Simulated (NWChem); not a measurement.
Species: AlHF$_{2}$; SMILES [AlH]([F])[F]

```xyz
4

Al     0.0000     0.0000    -0.4149
H      0.0000     0.0000    -1.9775
F     -1.4143     0.0000     0.4439
F      1.4143     0.0000     0.4439
```
Atoms are numbered in this order, from 1.

Level: PBE0/def2-SVP (NWChem), optimised geometry, unscaled harmonic frequencies. 

| frequency (cm⁻¹) | IR intensity (km/mol) |
|---|---|
| 264 | 45.6 |
| 501 | 218.4 |
| 665 | 101.3 |
| 797 | 65.3 |
| 961 | 166.4 |
| 2049 | 84.4 |

```json
{
  "zero_point_energy": "7.5 kcal/mol",
  "thermal correction to the enthalpy at 298.15 K (with zero-point energy)": "10.4 kcal/mol",
  "heat capacity Cv": "10.9 cal/(mol K)",
  "entropy at 298.15 K and 1 atm (symmetry number 2)": "63.2 cal/(mol K)",
  "dipole_moment": "1.39 D"
}
```

Rigid rotor and harmonic oscillator.
